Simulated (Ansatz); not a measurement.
`BOBF` + `C[SiH2][SiH2]Cl` → `FB[SiH2]Cl` + `BO[SiH2]C`  (redistribution)

Calculated with Ansatz (gas phase, PBE0-D4/def2-TZVP geometries, no zero-point term in ΔE). CCSD(T)/CBS is the MP2 limit (def2-TZVPP, def2-QZVPP) plus CCSD(T) − MP2 in def2-TZVPP, frozen cores. This one scheme is used for every species. Functionals use def2-TZVPP. Each species was taken in one conformer, which may not be the lowest.

```
           level  ΔE (eV)
          B2PLYP     0.64
             PBE     0.72
            PBE0     0.73
           BHLYP     0.64
CCSD(T)/def2-SVP     0.88
   HF/def2-TZVPP     0.62
    HF/CBS(def2)     0.60
   MP2/CBS(def2)     0.66
```

Problem. What does CCSD(T)/CBS give? (Estimate.)

Solution. Computed: +0.66 eV. The listed levels differ from it by -0.02, 0.06, 0.07, -0.02, 0.22, -0.04, -0.06, 0.00 eV.

Problem. What do rigid-rotor, harmonic-oscillator terms from PBE0-D4/def2-TZVP frequencies (298.15 K, 1 bar) make of the CCSD(T)/CBS value? (Best estimate.)

Solution. The calculation gave: ΔZPE = -0.02 eV, ΔH = +0.64 eV, ΔS = 5 J/(mol·K), ΔG = +0.62 eV. Modes under 50 cm⁻¹ make the entropy rough.

Largest T1 diagnostic among the species: 0.013.

In def2-TZVPP, CCSD(T) changes the Hartree–Fock value by +0.05 eV (the triples alone add +0.01 eV) and MP2 by +0.05 eV. At CCSD(T), def2-SVP lies +0.22 eV from the extrapolated value and def2-TZVPP +0.00 eV.
